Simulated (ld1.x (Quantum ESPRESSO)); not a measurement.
**PBEsol RRKJ dataset for technetium, scalar-relativistic all-electron reference.**

Input for ld1.x (Quantum ESPRESSO) 7.5:

```
&input
   title='Tc', zed=43., rel=1, dft='PBESOL', iswitch=3,
   config='[Kr] 4d5 5s0.5 5p0',
   nld=3, rlderiv=2.20, eminld=-8.0, emaxld=5.0, deld=0.04
 /
 &inputp
   pseudotype=2, tm=.false., rho0=0.01, lloc=1,
   nlcc=.true.,
   file_pseudopw='Tc.UPF', file_wfcaegen='ae.wfc', file_wfcncgen='nc.wfc', file_beta='beta', file_chi='chi'
 /
3
4S  1  0   2.00   0.00  1.75  1.75  0.0
4D  3  2   5.00   0.00  2.00  2.00  0.0
4P  2  1   6.00   0.00  1.10  1.10  0.0
 &test
   configts(1)='4s2 4p6 4d5 5s0.5 5p0'
 /
```

Command:

```bash
ld1.x < Tc.in > Tc.out
```

Resulting log (shortened: banner, matrices, multipoles, cross overlaps and the repeated all-electron block are left out):

```
Program LD1 v.7.5
     --------------------------- All-electron run ----------------------------

     Tc
     scalar relativistic calculation

     atomic number is 43.00
     dft =PBESOL   lsd =0 sic =0 latt =0  beta=0.20 tr2=1.0E-14
     Exchange-correlation= PBESOL
                           (   1   4  10   8   0   0   0)
     mesh =1231 r(mesh) = 100.86670 a.u. xmin = -7.00 dx = 0.01250
     1 Ry =  13.60569312 eV, c = 137.03599908

     n l     nl                  e(Ry)          e(Ha)          e(eV)
     1 0     1S 1( 2.00)     -1533.7578      -766.8789    -20867.8381
     2 0     2S 1( 2.00)      -219.5755      -109.7877     -2987.4767
     2 1     2P 1( 6.00)      -196.6475       -98.3238     -2675.5258
     3 0     3S 1( 2.00)       -38.9407       -19.4704      -529.8158
     3 1     3P 1( 6.00)       -31.4157       -15.7078      -427.4320
     4 0     4S 1( 2.00)        -6.2544        -3.1272       -85.0957
     4 1     4P 1( 6.00)        -4.1965        -2.0983       -57.0968
     3 2     3D 1(10.00)       -19.2280        -9.6140      -261.6097
     4 2     4D 1( 5.00)        -1.3378        -0.6689       -18.2018
     5 0     5S 1( 0.50)        -1.0895        -0.5448       -14.8238
     5 1     5P 1( 0.00)        -0.7229        -0.3614        -9.8350

     final scf error:  9.8E-15 reached in  22 iterations

     Etot =   -8565.604572 Ry,   -4282.802286 Ha, -116540.987215 eV

     Ekin =    8844.048946 Ry,    4422.024473 Ha,  120329.415923 eV
     Encl =  -20612.658085 Ry,  -10306.329042 Ha, -280449.500352 eV
     Eh   =    3454.315608 Ry,    1727.157804 Ha,   46998.358109 eV
     Exc  =    -251.311040 Ry,    -125.655520 Ha,   -3419.260894 eV

     normalization and overlap integrals

     s(1S/1S) =  1.000000  <r> =   0.0343  <r2> =    0.0016  r(max) =   0.0224
     s(2S/2S) =  1.000000  <r> =   0.1497  <r2> =    0.0264  r(max) =   0.1257
     s(2P/2P) =  1.000000  <r> =   0.1304  <r2> =    0.0208  r(max) =   0.1004
     s(3S/3S) =  1.000000  <r> =   0.4157  <r2> =    0.1979  r(max) =   0.3730
     s(3P/3P) =  1.000000  <r> =   0.4166  <r2> =    0.2019  r(max) =   0.3638
     s(4S/4S) =  1.000000  <r> =   1.0577  <r2> =    1.2680  r(max) =   0.9525
     s(4P/4P) =  1.000000  <r> =   1.1719  <r2> =    1.5736  r(max) =   1.0266
     s(3D/3D) =  1.000000  <r> =   0.3991  <r2> =    0.1912  r(max) =   0.3131
     s(4D/4D) =  1.000000  <r> =   1.6438  <r2> =    3.2464  r(max) =   1.2697
     s(5S/5S) =  1.000000  <r> =   2.9154  <r2> =    9.5870  r(max) =   2.5569
     s(5P/5P) =  1.000000  <r> =   3.5907  <r2> =   14.5967  r(max) =   3.0842

     ------------------------ End of All-electron run ------------------------

     --------------------- Generating NC pseudopotential ---------------------

      Generating local pot.: lloc=1, matching radius rcloc =   1.1000

      Computing core charge for nlcc:

       r > 0.70 : true rho core
       r < 0.70 : rho core = a sin(br)/r    a=  29.21  b=   3.89

      Integrated core pseudo-charge :   7.14

      Wfc   4S  rcut= 1.757  Estimated cut-off energy=       17.94 Ry
      Using 4 Bessel functions for this wfc, rho(0) = 0.010
      This function has    0 nodes for 0 < r <    1.757

      Wfc   4D  rcut= 1.991  Estimated cut-off energy=       59.17 Ry
      This function has    0 nodes for 0 < r <    1.991

     ------------------- End of pseudopotential generation -------------------

     Computing logarithmic derivative in   2.18708
     Computing logarithmic derivative in   2.18708
     Computing the partial wave expansion
     R is outside the sphere for l=    0 j= 0.00
       no projector for channel:   1
     R is outside the sphere for l=    2 j= 0.00

     ---------------------- Testing the pseudopotential ----------------------

     Tc
     scalar relativistic calculation

     atomic number is 43.00   valence charge is 15.00
     dft =PBESOL   lsd =0 sic =0 latt =0  beta=0.20 tr2=1.0E-14
     mesh =1231 r(mesh) = 100.86670 xmin = -7.00 dx = 0.01250

     n l     nl             e AE (Ry)        e PS (Ry)    De AE-PS (Ry)
     1 0     4S   1( 2.00)       -6.25442       -6.25441       -0.00000
     2 1     4P   1( 6.00)       -4.19654       -4.19659        0.00005
     3 2     4D   1( 5.00)       -1.33781       -1.33781        0.00000
     2 0     5S   1( 0.50)       -1.08953       -1.08750       -0.00203
     3 1     5P   1( 0.00)       -0.72286       -0.72491        0.00205

     eps = 1.1E-15  iter = 20

     Etot =   -8565.604572 Ry,   -4282.802286 Ha, -116540.987215 eV
     Etotps =  -176.189599 Ry,     -88.094800 Ha,   -2397.181621 eV

     Ekin =      52.942354 Ry,      26.471177 Ha,     720.317425 eV
     Encl =    -312.732079 Ry,    -156.366040 Ha,   -4254.936703 eV
     Ehrt =     119.220189 Ry,      59.610095 Ha,    1622.073312 eV
     Ecxc =     -35.233844 Ry,     -17.616922 Ha,    -479.380868 eV
     (Ecc =     -16.453285 Ry,      -8.226643 Ha,    -223.858350 eV)
     Epseu=      -0.386220 Ry,      -0.193110 Ha,      -5.254787 eV

     ---------------------- End of pseudopotential test ----------------------
```

ld1.x takes every shell without a wave as core, so the model core holds the 5s electrons as well and exchange and correlation see them twice. This cancels in the reference configuration, but the file is broken for other ones, and its errors say nothing about a proper core correction.

Generation and configuration tests took about 2.9 s on one core of a shared server CPU.

Transferability test of the new file with ld1.x, input:

```
&input
   title='Tc', zed=43., rel=1, dft='PBESOL', iswitch=2,
   config='[Kr] 4d5 5s0.5 5p0'
 /
 &test
   file_pseudo='Tc.UPF', nconf=8,
   configts(1)='4s2 4p6 4d5 5s0.5 5p0',
   configts(2)='4s2 4p6 4d5 5s2 5p0',
   configts(3)='4s2 4p6 4d5 5s1 5p0',
   configts(4)='4s2 4p6 4d5 5s0 5p0',
   configts(5)='4s2 4p6 4d5 5s1.5 5p0',
   configts(6)='4s2 4p5 4d5 5s2 5p0',
   configts(7)='4s2 4p6 4d4 5s2 5p0',
   configts(8)='4s2 4p6 4d4 5s2 5p1'
 /
```

```bash
ld1.x < Tc.test.in > Tc.test.out
```

Pseudopotential blocks of its output, shortened (energy terms left out):

```
     ---------------------- Testing the pseudopotential ----------------------

     n l     nl             e AE (Ry)        e PS (Ry)    De AE-PS (Ry)
     1 0     4S   1( 2.00)       -6.25442       -6.25441       -0.00000
     2 1     4P   1( 6.00)       -4.19654       -4.19659        0.00005
     3 2     4D   1( 5.00)       -1.33781       -1.33781        0.00000
     2 0     5S   1( 0.50)       -1.08953       -1.08750       -0.00203
     3 1     5P   1( 0.00)       -0.72286       -0.72491        0.00205

     eps = 1.7E-15  iter = 27

     Etot =   -8565.604572 Ry,   -4282.802286 Ha, -116540.987216 eV
     Etotps =  -176.189598 Ry,     -88.094799 Ha,   -2397.181602 eV

     ---------------------- End of pseudopotential test ----------------------

          ---------------------- Testing the pseudopotential ----------------------

     n l     nl             e AE (Ry)        e PS (Ry)    De AE-PS (Ry)
     1 0     4S   1( 2.00)       -5.38861       -5.38131       -0.00730  !
     2 1     4P   1( 6.00)       -3.32950       -3.32324       -0.00626  !
     3 2     4D   1( 5.00)       -0.49027       -0.48387       -0.00640  !
     2 0     5S   1( 2.00)       -0.37346       -0.36034       -0.01313  !
     3 1     5P   1( 0.00)       -0.10128       -0.09166       -0.00961  !

     eps = 7.2E-15  iter = 24

     Etot =   -8566.688916 Ry,   -4283.344458 Ha, -116555.740469 eV
     Etotps =  -177.261116 Ry,     -88.630558 Ha,   -2411.760342 eV
     dEtot_ae =      -1.084344 Ry
     dEtot_ps =      -1.071518 Ry,   Delta E=      -0.012826 Ry

     ---------------------- End of pseudopotential test ----------------------

          ---------------------- Testing the pseudopotential ----------------------

     n l     nl             e AE (Ry)        e PS (Ry)    De AE-PS (Ry)
     1 0     4S   1( 2.00)       -5.94560       -5.94248       -0.00312
     2 1     4P   1( 6.00)       -3.88753       -3.88484       -0.00269
     3 2     4D   1( 5.00)       -1.03749       -1.03460       -0.00289
     2 0     5S   1( 1.00)       -0.84008       -0.83292       -0.00716  !
     3 1     5P   1( 0.00)       -0.50251       -0.49878       -0.00373

     eps = 3.8E-15  iter = 27

     Etot =   -8566.086543 Ry,   -4283.043271 Ha, -116547.544766 eV
     Etotps =  -176.669304 Ry,     -88.334652 Ha,   -2403.708341 eV
     dEtot_ae =      -0.481971 Ry
     dEtot_ps =      -0.479706 Ry,   Delta E=      -0.002265 Ry

     ---------------------- End of pseudopotential test ----------------------

          ---------------------- Testing the pseudopotential ----------------------

     n l     nl             e AE (Ry)        e PS (Ry)    De AE-PS (Ry)
     1 0     4S   1( 2.00)       -6.58101       -6.58410        0.00309
     2 1     4P   1( 6.00)       -4.52292       -4.52571        0.00279
     3 2     4D   1( 5.00)       -1.65310       -1.65618        0.00308
     2 0     5S   1( 0.00)       -1.34717       -1.35058        0.00341
     3 1     5P   1( 0.00)       -0.95185       -0.96104        0.00918  !

     eps = 2.9E-15  iter = 19

     Etot =   -8564.995815 Ry,   -4282.497908 Ha, -116532.704661 eV
     Etotps =  -175.580395 Ry,     -87.790198 Ha,   -2388.892977 eV
     dEtot_ae =       0.608757 Ry
     dEtot_ps =       0.609203 Ry,   Delta E=      -0.000446 Ry

     ---------------------- End of pseudopotential test ----------------------

          ---------------------- Testing the pseudopotential ----------------------

     n l     nl             e AE (Ry)        e PS (Ry)    De AE-PS (Ry)
     1 0     4S   1( 2.00)       -5.65609       -5.65043       -0.00567  !
     2 1     4P   1( 6.00)       -3.59759       -3.59269       -0.00490
     3 2     4D   1( 5.00)       -0.75399       -0.74890       -0.00510  !
     2 0     5S   1( 1.50)       -0.60034       -0.58941       -0.01092  !
     3 1     5P   1( 0.00)       -0.29369       -0.28592       -0.00776  !

     eps = 5.2E-15  iter = 25

     Etot =   -8566.446130 Ry,   -4283.223065 Ha, -116552.437196 eV
     Etotps =  -177.024363 Ry,     -88.512181 Ha,   -2408.539154 eV
     dEtot_ae =      -0.841558 Ry
     dEtot_ps =      -0.834765 Ry,   Delta E=      -0.006793 Ry

     ---------------------- End of pseudopotential test ----------------------

          ---------------------- Testing the pseudopotential ----------------------

     n l     nl             e AE (Ry)        e PS (Ry)    De AE-PS (Ry)
     1 0     4S   1( 2.00)       -6.35238       -6.35397        0.00159
     2 1     4P   1( 5.00)       -4.26569       -4.26727        0.00158
     3 2     4D   1( 5.00)       -1.31974       -1.31489       -0.00484
     2 0     5S   1( 2.00)       -0.94832       -0.93788       -0.01045  !
     3 1     5P   1( 0.00)       -0.57366       -0.56747       -0.00619  !

     eps = 8.8E-16  iter = 25

     Etot =   -8562.906825 Ry,   -4281.453412 Ha, -116504.282495 eV
     Etotps =  -173.479687 Ry,     -86.739843 Ha,   -2360.311382 eV
     dEtot_ae =       2.697747 Ry
     dEtot_ps =       2.709911 Ry,   Delta E=      -0.012164 Ry

     ---------------------- End of pseudopotential test ----------------------

          ---------------------- Testing the pseudopotential ----------------------

     n l     nl             e AE (Ry)        e PS (Ry)    De AE-PS (Ry)
     1 0     4S   1( 2.00)       -6.22872       -6.22178       -0.00695  !
     2 1     4P   1( 6.00)       -4.15563       -4.15067       -0.00495
     3 2     4D   1( 4.00)       -1.24756       -1.24280       -0.00477
     2 0     5S   1( 2.00)       -0.93407       -0.92343       -0.01064  !
     3 1     5P   1( 0.00)       -0.56737       -0.56061       -0.00677  !

     eps = 9.8E-15  iter = 21

     Etot =   -8565.832361 Ry,   -4282.916181 Ha, -116544.086449 eV
     Etotps =  -176.410053 Ry,     -88.205027 Ha,   -2400.181048 eV
     dEtot_ae =      -0.227789 Ry
     dEtot_ps =      -0.220455 Ry,   Delta E=      -0.007334 Ry

     ---------------------- End of pseudopotential test ----------------------

          ---------------------- Testing the pseudopotential ----------------------

     n l     nl             e AE (Ry)        e PS (Ry)    De AE-PS (Ry)
     1 0     4S   1( 2.00)       -5.74793       -5.73850       -0.00943  !
     2 1     4P   1( 6.00)       -3.67460       -3.66742       -0.00717  !
     3 2     4D   1( 4.00)       -0.77043       -0.76384       -0.00659  !
     2 0     5S   1( 2.00)       -0.50434       -0.49028       -0.01406  !
     3 1     5P   1( 1.00)       -0.18474       -0.17343       -0.01131  !

     eps = 6.6E-15  iter = 21

     Etot =   -8566.202885 Ry,   -4283.101442 Ha, -116549.127682 eV
     Etotps =  -176.770896 Ry,     -88.385448 Ha,   -2405.090566 eV
     dEtot_ae =      -0.598313 Ry
     dEtot_ps =      -0.581298 Ry,   Delta E=      -0.017015 Ry

     ---------------------- End of pseudopotential test ----------------------
```
